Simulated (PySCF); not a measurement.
Correlation energy of Ca⁻ (calcium, charge -1)

[Ar] 3d1 4s2, 2D determinant. All numbers are calculated (PySCF 2.14, the spin-free X2C one-electron Hamiltonian (Gaussian nucleus), in aug-cc-pwCVQZ-X2C (11s10p8d6f3g, 150 functions)). Frozen: [Ne]; 11 electrons correlated.

MP2 pair energies summed by pair of shells (mhartree):

```json
{"pair": "3p-3p", "energy": "-180.21", "share (%)": "61.2"}
{"pair": "3s-3p", "energy": "-49.81", "share (%)": "16.9"}
{"pair": "3p-4s", "energy": "-28.84", "share (%)": "9.8"}
{"pair": "4s-4s", "energy": "-20.84", "share (%)": "7.1"}
{"pair": "3s-3s", "energy": "-9.65", "share (%)": "3.3"}
{"pair": "3d-4s", "energy": "-2.99", "share (%)": "1.0"}
{"pair": "3s-4s", "energy": "-1.91", "share (%)": "0.6"}
{"pair": "3p-3d", "energy": "-0.33", "share (%)": "0.1"}
{"pair": "3s-3d", "energy": "-0.02", "share (%)": "0.0"}
```

Total MP2 correlation energy: -294.62 mhartree.

Same-spin part -73.27 and opposite-spin part -221.34 mhartree; SCS-MP2 scales them by 1/3 and 6/5 to -290.04 mhartree.

The Hartree-Fock reference does not bind the outermost electron (its level is positive or very diffuse), so these energies belong to a reference that the basis holds together.
